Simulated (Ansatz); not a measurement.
Consider the redistribution: `F[SiH2][Si](Cl)(Cl)Cl` + `C=C[Si](F)(Cl)Cl` → `F[SiH2][Si](F)(Cl)Cl` + `C=C[Si](Cl)(Cl)Cl`.

Computed with Ansatz on PBE0-D4/def2-TZVP structures; ΔE is electronic, products minus reactants. CBS: MP2 limit from def2 TZ/QZ plus the TZ coupled-cluster correction, frozen cores. Functionals use def2-TZVPP. HSE06 is defined as in plane-wave codes. One conformer a species, not always the lowest.

`F[SiH2][Si](Cl)(Cl)Cl`:

```xyz
8

F    -0.583   -0.952    2.040
Si    0.520   -0.284    1.094
Si   -0.449    0.253   -0.966
Cl   -1.165   -1.405   -1.912
Cl    1.008    1.096   -2.126
Cl   -1.973    1.590   -0.751
H     1.019    0.954    1.740
H     1.622   -1.253    0.882
```

`C=C[Si](F)(Cl)Cl`:

```xyz
9

C    -1.205    0.977   -0.358
C    -0.126    0.277   -0.697
Si    0.800   -0.725    0.525
F     0.103   -0.598    1.943
Cl    2.719   -0.089    0.718
Cl    0.823   -2.693    0.020
H    -1.752    1.571   -1.083
H    -1.585    0.986    0.659
H     0.223    0.295   -1.727
```

`F[SiH2][Si](F)(Cl)Cl`:

Cartesian coordinates in Å:
```
F -0.189 -1.819 1.330
Si 0.655 -0.529 0.906
Si -0.504 0.558 -0.819
F 0.312 1.848 -1.263
Cl -0.704 -0.635 -2.453
Cl -2.344 1.175 -0.209
H 0.783 0.367 2.080
H 1.990 -0.965 0.429
```

`C=C[Si](Cl)(Cl)Cl`:

Z-matrix (Å, degrees):
```
Si
C 1 1.836
Cl 1 2.037 2 110.3
Cl 1 2.036 2 110.9 3 120.6
Cl 1 2.037 2 110.3 3 -118.8
C 2 1.329 1 123.8 3 -120.6
H 2 1.088 1 116.7 3 59.4
H 6 1.085 2 121.8 1 0.0
H 6 1.086 2 121.6 1 180.0
```

Is it downhill or uphill in electronic energy at CCSD(T)/CBS, and by how much? (Best estimate.)

Computed: Uphill: ΔE = +5.2 kJ/mol.

What do these levels give: B97M-V, r2SCAN0-D4, r2SCAN, PBE0, r2SCANh, HSE06? (Estimate.)

Computed: B97M-V 5.7, r2SCAN0-D4 6.7, r2SCAN 6.5, PBE0 6.1, r2SCANh 6.7, HSE06 6.2 kJ/mol.

Largest T1 diagnostic among the species: 0.011.

Leaving LDA and LC-ωPBE aside and taking each functional with its dispersion term where it has one, the values, not all of them listed here, spread over 1.8 kJ/mol, from revPBE-D4 to r2SCAN0-D4.
